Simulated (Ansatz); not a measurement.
Predict a relaxed structure of naphthyltetrahydrothiophenium benzoate, `CCCCOc1ccc([S+]2CCCC2)c2ccccc12.O=C([O-])c1ccccc1`, charge 0, singlet, at PBE-D4/def2-SVP (Ansatz).


Cartesian coordinates in Å:
```
C -4.1192 2.0271 -5.5571
C -3.3487 1.8833 -4.2449
C -2.2123 2.9009 -4.0984
C -1.4167 2.7548 -2.8109
O -0.7676 1.4838 -2.8289
C -0.0521 1.0891 -1.7491
C 0.1313 1.8587 -0.6013
C 0.9096 1.3601 0.4711
C 1.4865 0.1051 0.4049
S 2.5403 -0.5388 1.7157
C 2.7647 0.8224 2.9460
C 3.9171 1.7127 2.5012
C 4.9676 0.7918 1.8676
C 4.2177 -0.0770 0.8625
C 1.2950 -0.7389 -0.7365
C 1.8171 -2.0616 -0.8284
C 1.6326 -2.8192 -1.9745
C 0.9104 -2.2946 -3.0765
C 0.3611 -1.0229 -3.0069
C 0.5337 -0.2221 -1.8439
H -4.5782 3.0339 -5.6517
H -3.4528 1.8860 -6.4340
H -4.9347 1.2804 -5.6351
H -4.0450 1.9917 -3.3833
H -2.9254 0.8597 -4.1620
H -2.6195 3.9354 -4.1286
H -1.5129 2.8180 -4.9593
H -2.0890 2.8184 -1.9233
H -0.6548 3.5629 -2.7159
H -0.3171 2.8555 -0.5079
H 1.0349 1.9932 1.3591
H 1.7795 1.2972 3.0864
H 2.9774 0.2606 3.8771
H 3.5617 2.4520 1.7520
H 4.3190 2.2841 3.3631
H 5.4339 0.1597 2.6542
H 5.7890 1.3600 1.3836
H 4.7180 -1.0334 0.6185
H 3.9877 0.4621 -0.0762
H 2.3047 -2.5013 0.0528
H 2.0308 -3.8440 -2.0181
H 0.7705 -2.9054 -3.9812
H -0.2176 -0.6094 -3.8439
O 0.4858 -2.6686 1.7791
C 0.0650 -1.8542 2.6236
O 0.6075 -0.7117 2.9080
C -1.1962 -2.1817 3.4068
C -1.8618 -3.3961 3.1561
C -3.0267 -3.7255 3.8632
C -3.5367 -2.8411 4.8295
C -2.8764 -1.6272 5.0845
C -1.7113 -1.2994 4.3751
H -1.4321 -4.0605 2.3913
H -3.5436 -4.6773 3.6626
H -4.4516 -3.0990 5.3862
H -3.2755 -0.9336 5.8417
H -1.1745 -0.3562 4.5540
```
 This is one stationary point.

Single mean-field runs in def2-SVP are fitted with def2-universal-jkfit.
